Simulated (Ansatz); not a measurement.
Sn2O2⁻. Total charge -1; doublet. Geometry r2SCAN-D4/def2-SVPD; atoms count from 1.

```csv
atom,x (Å),y (Å),z (Å)
Sn1,0.5220,-0.8506,-1.1879
Sn2,-0.5218,0.8505,1.1879
O3,1.0912,-0.3472,0.7280
O4,-1.0914,0.3473,-0.7280
```

In the def2 sets Sn takes a core potential; there is no spin–orbit coupling. The highest occupied level of the charge -1 doublet lies above zero (up to 0.70 eV). By energy differences its removal costs 0.85 eV (vertical, to the charge 0 singlet, at PBE0-D4/def2-TZVPD); a positive level beside a positive removal energy at the same level points to self-interaction error. The structure comes from a short search, and lower isomers may exist.

Problem. Estimate the Mulliken populations from the PBE0/def2-TZVPD orbitals of Ansatz.

Solution. 
| atom | charge (e) | spin (α − β) |
| --- | --- | --- |
| Sn1 | 0.42 | 0.57 |
| Sn2 | 0.42 | 0.57 |
| O3 | -0.92 | -0.07 |
| O4 | -0.92 | -0.07 |
Mulliken values and Mayer orders depend strongly on the basis. With diffuse functions, as here, like atoms can get unlike values, and bond orders can come out too low or too high.

Problem. Where does the spin sit?

Solution. Summed by element: Sn 1.14, O -0.14, of 1 unpaired in all. Largest on single atoms: Sn1 0.57, Sn2 0.57, O4 -0.07.

Problem. And the Mayer bond orders between bonded heavy atoms (over 0.3)?

Solution. Sn1–Sn2 0.45 (3.10 Å); Sn1–O3 0.66 (2.06 Å); Sn1–O4 0.66 (2.06 Å); Sn2–O3 0.66 (2.06 Å); Sn2–O4 0.66 (2.06 Å).
